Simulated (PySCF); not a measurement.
# Mo⁺: excitation energy

Mo⁺ [Kr] 4d5 (6S) → Mo⁺ [Kr] 4d4 5s1 (6D), as a difference of total energies. Computed with PySCF 2.14 in aug-cc-pwCVDZ-PP with ECP28MDF (6s6p5d3f, 70 functions), with a scalar-relativistic core potential. Correlated levels: valence and next inner shell: nothing frozen outside the core potential. The calculations carry no spin-orbit coupling.

```tsv
method	excitation energy (cm⁻¹)
UHF	11521
MP2 (valence and next inner shell)	11772
SCS-MP2 (valence and next inner shell)	11183
CCSD (valence and next inner shell)	11154
CCSD(T) (valence and next inner shell)	11121
```

Errors of the correlated levels include the incompleteness of this basis.

For comparison: 12801 cm⁻¹ (measured; NIST levels, between the centres of gravity of the two terms).
